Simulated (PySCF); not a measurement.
Al(H)(I)(OH) (AlH₂IO), SMILES [I][AlH][OH].

Coordinates come from a B3LYP-D3(BJ)/def2-TZVP optimisation. The def2 effective core potentials stand for the cores of I; spin–orbit coupling is left out. One conformer was computed; it need not be the lowest.

These are TDA-M06-2X/def2-SVPD in PySCF values and carry that method's errors.

Vertical excitations. Gas-phase values at a fixed geometry. State labels are in the subgroup Cs.

```csv
state,symmetry,energy (eV),λ (nm),f,main pairs
S1,A",5.60,222,0.000,HOMO→LUMO 97 %
S2,A',5.98,207,0.043,HOMO→LUMO+1 78 %
S3,A",6.10,203,0.043,HOMO−1→LUMO+1 83 %
S4,A',6.14,202,0.035,HOMO−1→LUMO 81 %
S5,A",6.51,190,0.002,HOMO−2→LUMO 98 %
S6,A',7.24,171,0.029,"HOMO→LUMO+2 57 %, HOMO−2→LUMO+1 21 %, HOMO→LUMO+1 9 %"
S7,A",7.33,169,0.006,HOMO−1→LUMO+2 73 %
S8,A',7.42,167,0.131,"HOMO→LUMO+3 47 %, HOMO−2→LUMO+1 22 %, HOMO→LUMO+6 10 %"
S9,A",7.60,163,0.068,"HOMO−1→LUMO+3 60 %, HOMO−1→LUMO+6 15 %, HOMO−1→LUMO+4 15 %"
S10,A',7.70,161,0.218,"HOMO−2→LUMO+1 30 %, HOMO→LUMO+3 21 %, HOMO→LUMO+4 20 %, HOMO→LUMO+2 14 %"
T1,A",5.49,226,0,HOMO→LUMO 95 %
T2,A',5.52,225,0,HOMO−1→LUMO 94 %
T3,A',5.67,219,0,"HOMO→LUMO+1 79 %, HOMO→LUMO+2 13 %"
T4,A",5.77,215,0,"HOMO−1→LUMO+1 76 %, HOMO−1→LUMO+2 14 %"
```
Triplets are in the Tamm–Dancoff approximation.
